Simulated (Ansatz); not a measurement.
A nudged elastic band was laid between two geometries of AlFH5N + H3N (12 atoms, charge 0, multiplicity 1).

Method: RKS BLYP-D4/def2-SVP (Ansatz 0.2.0).

```yaml
movable_images: 7
climbing_image: yes
spring: 5.0 eV/Å²
optimiser: quadratic models (default)
start_path: through a guess of the saddle point
force_threshold: 0.05 eV/Å
iteration_limit: 60
end_points: relaxed
```

First end point:

```xyz
12
Properties=species:S:1:pos:R:3
Al -1.647 0.177 -0.798
F -0.234 0.331 -1.776
H -2.484 -1.160 -1.066
H -2.341 1.571 -0.429
H 0.398 -0.175 0.709
N -0.616 -0.276 0.946
H 1.532 0.230 -0.930
N 2.318 0.139 -0.269
H -0.764 -1.241 1.278
H -0.817 0.354 1.736
H 2.375 -0.801 0.132
H 2.280 0.851 0.466
```

Last end point:

```xyz
12
Properties=species:S:1:pos:R:3
Al -1.607 0.171 -0.784
F -0.196 0.407 -1.764
H -2.389 -1.186 -1.127
H -2.380 1.538 -0.458
H 0.389 -0.200 0.825
N -0.669 -0.267 0.987
H 1.486 0.232 -0.868
N 1.974 0.035 0.027
H -0.876 -1.217 1.330
H -0.915 0.384 1.747
H 2.617 -0.750 -0.148
H 2.567 0.852 0.232
```

What changes between the two ends?

No bond is made or broken.

What energy profile does the band end with?

It converged. The highest image is number 1 of 0 to 8, 0.5 kJ/mol above the first end and 41.1 kJ/mol above the last; the last end lies 40.6 kJ/mol below the first. The top lies less than 8 meV above the higher end, about what the thresholds resolve: that end is a shoulder or a very shallow well. A vibrational analysis at the climbing image gives one clearly imaginary mode, 425i cm⁻¹: a first-order saddle point.

| image | path coordinate (Å) | energy (kJ/mol) |
| --- | --- | --- |
| 0 | 0.00 | 0.0 |
| 1 | 0.15 | 0.5 |
| 2 | 0.28 | -3.3 |
| 3 | 0.41 | -15.9 |
| 4 | 0.53 | -30.8 |
| 5 | 0.66 | -37.8 |
| 6 | 0.79 | -40.0 |
| 7 | 0.92 | -40.6 |
| 8 | 1.05 | -40.6 |

What is the geometry of the highest image?


```xyz
12
Properties=species:S:1:pos:R:3
Al -1.636 0.176 -0.793
F -0.231 0.340 -1.787
H -2.471 -1.160 -1.072
H -2.339 1.569 -0.435
H 0.416 -0.175 0.715
N -0.608 -0.275 0.944
H 1.477 0.228 -0.924
N 2.220 0.123 -0.223
H -0.762 -1.238 1.277
H -0.817 0.357 1.731
H 2.421 -0.817 0.110
H 2.328 0.872 0.458
```

Run time: 2.4 min on 2 threads of AMD EPYC 7B13 (Zen 3), with other jobs on the host, peak memory 0.15 GiB.
